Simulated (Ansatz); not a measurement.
Relaxation of C2H9PSi (13 atoms, charge 0, multiplicity 1), to a largest force component of 0.015 eV/Å in at most 40 steps.

Theory: RHF/def2-SVPD in Ansatz 0.2.0.

```xyz
13
Properties=species:S:1:pos:R:3
C -1.150 0.125 1.260
C -0.181 -0.858 0.768
Si 1.082 -0.234 -0.435
P 0.244 0.345 -2.352
H -1.887 -0.300 1.943
H -1.793 0.582 0.416
H -0.686 1.016 1.754
H -0.673 -1.679 0.305
H 0.341 -1.243 1.691
H 1.804 0.961 0.149
H 2.108 -1.293 -0.674
H 1.312 0.993 -2.895
H -0.500 1.550 -1.915
```

Problem. Where does it end, and by what steps?

Solution. The forces met the threshold. The force dipped under the threshold on the way, but the program's further checks kept it going. After 9 steps the energy has fallen by 0.456 eV; H13 moved furthest, 0.17 Å.

| step | energy less start (eV) | largest force component (eV/Å) | accepted |
| --- | --- | --- | --- |
| 0 | 0.0000 | 3.253 | yes |
| 1 | -0.3773 | 1.037 | yes |
| 2 | -0.4386 | 0.258 | yes |
| 3 | -0.4521 | 0.106 | yes |
| 4 | -0.4541 | 0.048 | yes |
| 5 | -0.4552 | 0.016 | yes |
| 6 | -0.4558 | 0.012 | yes |
| 7 | -0.4559 | 0.030 | yes |
| 8 | -0.4559 | 0.029 | no |
| 9 | -0.4559 | 0.006 | yes |

```xyz
13
Properties=species:S:1:pos:R:3
C -1.225 0.149 1.259
C -0.163 -0.864 0.815
Si 1.130 -0.206 -0.403
P 0.138 0.404 -2.369
H -1.914 -0.294 1.979
H -1.822 0.503 0.416
H -0.773 1.023 1.732
H -0.643 -1.736 0.361
H 0.378 -1.240 1.689
H 1.875 0.927 0.203
H 2.101 -1.277 -0.741
H 1.302 0.921 -2.983
H -0.364 1.655 -1.943
```

Whether the end is a true minimum wasn't checked by a vibrational analysis.

The run took 24 s on 2 threads of Intel(R) Xeon(R) 6975P-C (Granite Rapids), with other jobs on the host, peak memory 0.46 GiB.
